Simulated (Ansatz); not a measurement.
```yaml
crystal:
  periodic: [false, false, false]
  atoms:
    - {symbol: C, position_ang: [-1.290837, 0.772094, 1.691961]}
    - {symbol: Si, position_ang: [0.102783, 0.294636, 0.542236]}
    - {symbol: C, position_ang: [1.077018, -1.113972, 1.297831]}
    - {symbol: N, position_ang: [-0.533027, -0.070090, -1.021050]}
    - {symbol: Ge, position_ang: [0.289431, 0.179396, -2.642297]}
    - {symbol: H, position_ang: [-1.997537, -0.054441, 1.813456]}
    - {symbol: H, position_ang: [-0.909109, 1.026392, 2.684409]}
    - {symbol: H, position_ang: [-1.840622, 1.632679, 1.305082]}
    - {symbol: H, position_ang: [1.030358, 1.444728, 0.336323]}
    - {symbol: H, position_ang: [1.901015, -1.413922, 0.645454]}
    - {symbol: H, position_ang: [0.441879, -1.990036, 1.458558]}
    - {symbol: H, position_ang: [1.500327, -0.825758, 2.264493]}
    - {symbol: H, position_ang: [-1.337050, -0.679925, -1.058599]}
    - {symbol: Xx, position_ang: [-0.794686, 0.420825, -3.708154]}
    - {symbol: H, position_ang: [1.129885, -1.046111, -3.064758]}
    - {symbol: H, position_ang: [1.207573, 1.400907, -2.500647]}
basis:
  gaussian: {orbitals: def2-SVP}
total_charge: -1
magnetization: {spin_polarized: true, initial_magnetization: 1}
hamiltonian: {xc: {name: BHLYP}}
```

```sh
$ ansatz run in.yaml --threads 4 --pin off --events-out ev --progress --plain --max-ram 11315MiB
```

Shortened log:

```
Error: YAML parse error: error: line 17 column 16: `Xx` is not an element symbol (H … Og, case-exact)
15 |     - {symbol: H, position_ang: [1.500327, -0.825758, 2.264493]}
16 |     - {symbol: H, position_ang: [-1.337050, -0.679925, -1.058599]}
17 |     - {symbol: Xx, position_ang: [-0.794686, 0.420825, -3.708154]}
18 |     - {symbol: H, position_ang: [1.129885, -1.046111, -3.064758]}
19 |     - {symbol: H, position_ang: [1.207573, 1.400907, -2.500647]}
```

(1) Something in this input is off. What?

Answers

(1) An element symbol is wrong. The program refused the input.
